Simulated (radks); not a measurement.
Values are calculated unless marked as measured or tabulated.
Question: The table gives one normalised radial function P(r) = r R(r) of Zr2+ in [Ar] 3d10 4s2 4p4 4d2 4f2 (r in bohr). Level of theory: scalar-relativistic Kohn-Sham, PBE, spin-unpolarised, spherical densities, finite nucleus; Fermi nuclear charge, rms radius 4.2694 fm (a radial shooting solver on a logarithmic mesh with Libxc functionals).

r	P
0.001257	0.0163
0.001464	0.0187
0.001691	0.0213
0.001968	0.0243
0.002273	0.0275
0.002646	0.0313
0.003056	0.0353
0.003557	0.0400
0.004108	0.0448
0.004783	0.0503
0.005524	0.0559
0.00643	0.0621
0.007426	0.0682
0.008645	0.0746
0.01006	0.0808
0.01162	0.0861
0.01353	0.0906
0.01563	0.0935
0.01819	0.0943
0.02101	0.0923
0.02446	0.0864
0.02825	0.0765
0.03289	0.0607
0.03798	0.0402
0.04421	0.0128
0.05106	-0.0181
0.05944	-0.0542
0.0692	-0.0911
0.07992	-0.1228
0.09304	-0.1477
0.1075	-0.1576
0.1251	-0.1480
0.1445	-0.1163
0.1682	-0.0588
0.1942	0.0143
0.2261	0.1005
0.2611	0.1760
0.304	0.2302
0.3539	0.2399
0.4087	0.1974
0.4758	0.0981
0.5495	-0.0342
0.6397	-0.1869
0.7388	-0.3100
0.8601	-0.3809
0.9933	-0.3660
1.156	-0.2528
1.335	-0.0656
1.555	0.1795
1.795	0.4089
2.09	0.5968
2.433	0.6921
2.81	0.6867
3.272	0.5970
3.778	0.4641
4.399	0.3111
5.08	0.1849
5.914	0.0900
6.83	0.0380
7.951	0.0124
9.182	0.0034
10.69	0.0007
12.35	0.0001
14.37	0.0000

Which n and l does it have? It may be an empty orbital.

Answer: n = 5, l = 0: the number of nodes gives n - l - 1 = 4, the rise at small r (about r^(l+1), flatter next to the nucleus through relativity) gives l, and the extent must fit the shell. The curve is that of 5s. 5s (empty): eigenvalue -22.142 eV, 4 radial nodes at r = 0.0470, 0.189, 0.531, 1.39 bohr, <r> = 2.84 bohr, 90 % of the charge inside 4.08 bohr.
